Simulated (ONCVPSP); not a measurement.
## tellurium (Te): one change to an ONCV potential, before and after

ONCVPSP 4.0.1 input, shortened (lines: element, Z, core and valence counts, functional; n l f; lmax; l rc ep ncon nbas qcut; lloc lpopt rc5 dvloc0; l nproj debl; icmod fcfact rcfact), PBE, scalar-relativistic:

```
  Te 52.00    9    2        4      upf
    1    0    2.00
    2    0    2.00
    2    1    6.00
    3    0    2.00
    3    1    6.00
    3    2   10.00
    4    0    2.00
    4    1    6.00
    4    2   10.00
    5    0    2.00
    5    1    4.00
    1
    0    1.50    0.00    3    7    3.50
    1    2.15    0.00    4    8    4.20
    4    5    1.40    0.00
    0    3    0.40
    1    1    1.10
    3    2.00    1.10
```

In the s channel the program set the typed energies aside and used -0.555, 0.250, 0.650 Ha.

Change: p: rc 1.6.

Cutoffs: the cutoffs (Ha) at which the residual kinetic energy of the hardest occupied pseudo-wave falls to 1 and 0.1 mHa per electron; they do not see the model core or the augmentation charge, which bear on the density cutoff. Errors are all-electron minus pseudo energies relative to the spin-unpolarised reference configuration.

What does the change do?

The potential gets harder (15 Ha and 64 Ha → 68 Ha and 83 Ha); both files keep a bound ghost (s); of the 4 tests that both files solve, the error grows in 4 and shrinks in 0 by more than 15 % and 0.3 meV (median size 8.7 → 15.6 meV). A smaller radius makes the pseudo-wave follow the all-electron one further in, where it bends more sharply, so more plane waves are needed. That the errors move this way runs against the usual rule that smaller radii transfer better.

| quantity | base | changed |
| --- | --- | --- |
| cutoff, loose | 15 Ha | 68 Ha |
| cutoff, tight | 64 Ha | 83 Ha |
| loose cutoff by channel | s 15 Ha, p 7.0 Ha | s 15 Ha, p 68 Ha |
| bound ghosts | s | s |
| GHOST(+) flags under 300 eV | p at 10.9 eV | p at 7.8 eV |
| error for 5s2 5p3, meV [ΔE 9.73 eV] | +2.9 | +5.4 |
| error for 5s2 5p2, meV [ΔE 27.65 eV] | +14 | +26 |
| error for 5s2 5p1, meV [ΔE 54.55 eV] | +19 | +41 |
| error for 5s2 5p3.5, meV [ΔE 3.90 eV] | +0.2 | +0.8 |
| s: phases at 1.52 bohr within 0.05 rad from the reference energy up to (Ha; the scan ends near 5) | to the end of the scan | to the end of the scan |
| rms error of d²Exc/dni dnj with the model core, mHa | 3.29 | 3.35 |

 A true bound ghost makes a file unfit for plane-wave use even where its test errors are small: the radial tests pick states by their node count and pass the ghost by.
